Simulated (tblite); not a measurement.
C6H5NS.
SMILES with atom numbers: `[S:1]=[CH:2][c:3]1[cH:4][cH:5][cH:6][cH:7][n:8]1` (hydrogens: H9 on C2; H10 on C4; H11 on C5; H12 on C6; H13 on C7)

Structure used (GFN2-xTB), in Å, numbered top down from 1:
```
atom  x, y, z in Å
S1     3.3462    0.0509   -0.9305
C2     2.1559   -0.8241   -0.2561
C3     0.7974   -0.3743   -0.0670
C4     0.3669    0.8979   -0.4606
C5    -0.9530    1.2469   -0.2434
C6    -1.7973    0.3245    0.3560
C7    -1.2749   -0.9154    0.7126
N8    -0.0226   -1.2589    0.5110
H9     2.3574   -1.8324    0.0922
H10    1.0672    1.5761   -0.9225
H11   -1.3186    2.2205   -0.5356
H12   -2.8338    0.5562    0.5433
H13   -1.8951   -1.6675    1.1829
```

Method: GFN2-xTB as coded in tblite; computed harmonic values from a numerical Hessian at the method's own geometry, unscaled. The method is semi-empirical: single wavenumbers can be off by several per cent or more. One conformer, not necessarily the lowest.

Harmonic wavenumbers (cm⁻¹): 77.7, 166.6, 192.1, 364.4, 377.6, 420.5, 551.9, 601.6, 689.0, 739.7, 816.1, 820.4, 888.5, 920.3, 936.0, 1001.1, 1076.0, 1086.6, 1113.6, 1159.2, 1205.1, 1240.1, 1299.5, 1314.8, 1401.7, 1431.9, 1551.0, 1565.1, 2999.4, 3058.4, 3078.9, 3100.6, 3102.6.

A = 5199, B = 1080, C = 894.5 MHz; mass 123.014 u (most abundant isotopes); point group Cs, symmetry number 1.

**Question.** What is the zero-point energy?

**Answer.** Half the sum of the wavenumbers: 20174 cm⁻¹ = 57.68 kcal/mol.

**Question.** Entropy at 400 K, 1 bar (ideal gas, RRHO, classical rotation)?

**Answer.** Translation 41.82, rotation 29.43, vibration 21.25: S = 92.5 cal/(mol K).

**Question.** And Cp and H(400 K) − H(0)?

**Answer.** Cp = 34.71 cal/(mol K), of which vibrations give 26.76 (their classical limit is 33 R = 65.6); H(400 K) − H(0) = 8.04 kcal/mol without the zero-point energy, 4.86 from vibrations.

**Question.** What must be added to the electronic energy to get the Gibbs energy at 400 K and 1 bar?

**Answer.** ZPE + [H(400 K) − H(0)] − T·S = 57.68 + 8.04 − 37.00 = 28.72 kcal/mol.

**Question.** How do the functions run with temperature in this model?

**Answer.** 
```
 T (K)  S (cal/(mol K))  Cp (cal/(mol K))  H − H(0) (kcal/mol)  G − H(0) (kcal/mol)  ln q(vib)
   150             69.2              16.0                 1.72                -8.66       1.13
   250             79.0              23.2                 3.67               -16.09       2.41
298.15             83.4              27.1                 4.88               -20.00       3.08
   600            108.9              46.0                16.19               -49.13       7.73
   900            129.6              55.7                31.59               -85.00      12.43
```

q(vib) and H(0) count from the zero-point level.

**Question.** Blend soft modes into free rotors: weight 1/[1 + (100 cm⁻¹/ν̃)⁴] for the oscillator and the rest for a rotor with moment μB/(μ + B), μ = h/(8π²ν), B = 10⁻⁴⁴ kg m². What vibrational entropy results?

**Answer.** 20.36 cal/(mol K) in place of 21.25, which changes −T·S at 400 K by +0.35 kcal/mol.

Hindered rotation and anharmonicity are outside this model. Other conformers, if any are populated, would add a mixing term that is left out.
